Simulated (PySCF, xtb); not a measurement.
Cl2HInS, SMILES [In]([Cl])([SH])[Cl]. Other conformers were not sampled.

Harmonic wavenumbers (cm⁻¹) from GFN2-xTB run with xtb at its own minimum, in rising order: 73, 74, 84, 186, 268, 316, 334, 622, 2396.

### Question
What does B3LYP-D3(BJ)/def2-SVP (PySCF) give at its own minimum? (The exact figures need the calculation; the answer reports its results.)

### Answer
78, 93, 93, 222, 322, 378, 384, 698, 2663. Paired by order, the mean absolute difference is 64 cm⁻¹ and the zero-point energies are 6.2 and 7.1 kcal/mol.
